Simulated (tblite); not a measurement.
C₇H₁₅P.
Numbering: `[CH2:1]=[CH:2][PH:3][C:4]([CH3:5])([CH3:6])[CH2:7][CH3:8]` (hydrogens: H9, H10 on C1; H11 on C2; H12 on P3; H13, H14, H15 on C5; H16, H17, H18 on C6; H19, H20 on C7; H21, H22, H23 on C8)

Structure used (GFN2-xTB), in Å, numbered top down from 1:
```xyz
23
C7H15P angstrom
C      3.3428   -0.9013   -0.1208
C      2.1731   -0.8402   -0.7393
P      1.2792    0.6940   -1.1043
C     -0.2733    0.4724   -0.0356
C      0.0875   -0.0213    1.3622
C     -0.9170    1.8570    0.0456
C     -1.1764   -0.5218   -0.7812
C     -2.5539   -0.7384   -0.1632
H      3.8760   -1.8301    0.0085
H      3.8181   -0.0193    0.2784
H      1.7306   -1.7354   -1.1625
H      1.9701    1.4688   -0.1618
H     -0.7932   -0.0304    2.0020
H      0.5012   -1.0274    1.3252
H      0.8272    0.6350    1.8190
H     -1.2211    2.1954   -0.9436
H     -0.2092    2.5796    0.4511
H     -1.7901    1.8417    0.6944
H     -0.6648   -1.4871   -0.8315
H     -1.3051   -0.1635   -1.8077
H     -3.1026   -1.4759   -0.7453
H     -2.4728   -1.1073    0.8559
H     -3.1309    0.1823   -0.1576
```

Calculated harmonic vibrations of the isolated species, GFN2-xTB (tblite), most abundant isotopes, no scaling. Errors from tens to a few hundred cm⁻¹ against measured bands are possible. Modes of hydrogen on phosphorus can be 10 to 20 % off. One conformer, not necessarily the lowest.

Harmonic wavenumbers (cm⁻¹): 44.3, 62.2, 81.6, 170.2, 188.3, 201.3, 238.9, 255.2, 282.6, 320.0, 328.7, 374.8, 390.9, 407.5, 555.6, 647.3, 705.2, 808.9, 816.8, 832.9, 862.4, 889.0, 957.6, 961.0, 998.9, 1008.7, 1022.9, 1047.7, 1056.5, 1086.0, 1153.1, 1207.0, 1237.5, 1247.4, 1291.2, 1343.3, 1399.6, 1401.9, 1410.7, 1416.5, 1480.9, 1484.8, 1490.3, 1497.6, 1502.6, 1510.6, 1516.3, 1648.1, 2238.5, 2941.1, 2959.5, 3004.0, 3008.5, 3014.7, 3018.9, 3019.5, 3025.2, 3026.0, 3030.6, 3043.9, 3048.4, 3078.4, 3101.9.

A = 2659, B = 1039, C = 966.4 MHz; mass 130.091 u (most abundant isotopes); point group C1, symmetry number 1.

Question: What is the zero-point energy?

Answer: Half the sum of the wavenumbers: 43701 cm⁻¹ = 522.79 kJ/mol.

Question: What is S at 350 K and 1 bar for an ideal gas of classical rigid rotors and harmonic oscillators?

Answer: Translation 172.90, rotation 124.08, vibration 167.22: S = 464.2 J/(mol K).

Question: And Cp and H(350 K) − H(0)?

Answer: Cp = 205.37 J/(mol K), of which vibrations give 172.11 (their classical limit is 63 R = 523.8); H(350 K) − H(0) = 42.33 kJ/mol without the zero-point energy, 30.69 from vibrations.

Question: How do the functions run with temperature in this model?

Answer: 
```csv
T (K),S (J/(mol K)),Cp (J/(mol K)),H − H(0) (kJ/mol),G − H(0) (kJ/mol),ln q(vib)
50,247.4,56.8,2.16,-10.21,0.63
100,295.7,86.1,5.73,-23.84,1.97
298.15,433.3,180.6,32.33,-96.87,8.00
373.15,477.7,216.2,47.21,-131.04,10.26
500,548.8,270.7,78.20,-196.20,14.05
750,674.7,350.5,156.52,-349.52,21.28
1000,783.5,404.8,251.35,-532.12,28.08
```

q(vib) and H(0) count from the zero-point level.

Question: Blend soft modes into free rotors: weight 1/[1 + (100 cm⁻¹/ν̃)⁴] for the oscillator and the rest for a rotor with moment μB/(μ + B), μ = h/(8π²ν), B = 10⁻⁴⁴ kg m². What vibrational entropy results?

Answer: 153.67 J/(mol K) in place of 167.22, which changes −T·S at 350 K by +4.74 kJ/mol.

Question: What must be added to the electronic energy to get the Gibbs energy at 350 K and 1 bar?

Answer: ZPE + [H(350 K) − H(0)] − T·S = 522.79 + 42.33 − 162.47 = 402.65 kJ/mol.

Hindered rotation and anharmonicity are outside this model. Other conformers, if any are populated, would add a mixing term that is left out. The structure is chiral; the term R ln 2 for an equal mix with its mirror image is left out.
